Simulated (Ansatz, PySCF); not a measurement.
Gas-phase reaction (SMILES): C[Si](Br)(Br)Br [tribromo(methyl)silane] + Cl (HCl) → Cl[Si](Br)(Br)Br [tribromo(chloro)silane] + C (CH4); hydrogen chloride cleaves one Si-C bond, a model of a ligand-exchange step.

Each molecule is optimised on its own at B3LYP-D3(BJ)/def2-TZVP (Ansatz, an electronic-structure program). Cores are frozen in the correlated levels unless marked. Spin-orbit coupling is left out. Frozen are the shells of the preceding noble gas and the d and f shells that filled before the atom's block. No relativistic terms. CBS(X,Y): correlation extrapolated as X^-3; Hartree-Fock from the larger set. Thermal terms are rigid-rotor harmonic-oscillator values from B3LYP-D3(BJ) frequencies (Ansatz or PySCF) at 298.15 K and 1 atm. 1 Eh = 627.5095 kcal/mol.

| species | E, CCSD(T)/CBS(def2-TZVPPD,def2-QZVPPD) (Ansatz) (Eh) | E, PBE/def2-TZVPD (Ansatz) (Eh) | H - E (Eh) |
|---|---|---|---|
| C[Si](Br)(Br)Br | -8047.14632 | -8050.69932 | 0.04981 |
| Cl (HCl) | -460.37886 | -460.62833 | 0.01000 |
| Cl[Si](Br)(Br)Br | -8467.09603 | -8470.89326 | 0.01391 |
| C (CH4) | -40.45806 | -40.46301 | 0.04840 |

### Question
Work out ΔE and ΔH at 298.15 K at the first level, then ΔH at the second.

### Answer

1. ΔE = [(-8467.09603) + (-40.45806)] - [(-8047.14632) + (-460.37886)] = -0.02891 Eh = -18.1 kcal/mol at CCSD(T)/CBS(def2-TZVPPD,def2-QZVPPD).
2. The terms H - E add up to 0.00250 Eh, so ΔH = (-0.02891 + (0.00250))×627.5095 = -16.6 kcal/mol.
3. At PBE/def2-TZVPD the same steps give ΔE = -18.0 and ΔH = -16.4 kcal/mol, a shift of +0.2 from the first level.
4. These values are not checked against measurement here, since the tables used lack a sound gas-phase enthalpy of formation for at least one species.
